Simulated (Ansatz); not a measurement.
BeMe(OH) (CH₄BeO). The state is a singlet with charge 0. Geometry PBE-D4/def2-TZVP; atoms count from 1.

```csv
atom,x (Å),y (Å),z (Å)
Be1,0.4473,0.1457,-0.4373
C2,-0.7477,-0.4012,0.6258
H3,-0.5987,-0.0182,1.6475
H4,-0.7521,-1.5011,0.6942
H5,-1.7564,-0.0937,0.3083
O6,1.4527,0.5269,-1.3743
H7,1.9548,1.3416,-1.4643
```

(1) Estimate the Mulliken populations from the PBE0/def2-TZVP orbitals of Ansatz.

(2) And the Mayer bond orders between heavy atoms (over 0.3)?

## Answers

(1) 
```tsv
atom	charge (e)
Be1	0.33
C2	-0.53
H3	0.12
H4	0.12
H5	0.12
O6	-0.47
H7	0.30
```
Mulliken values depend strongly on the basis.

(2) Be1–C2 0.99 (1.69 Å); Be1–O6 1.33 (1.43 Å).
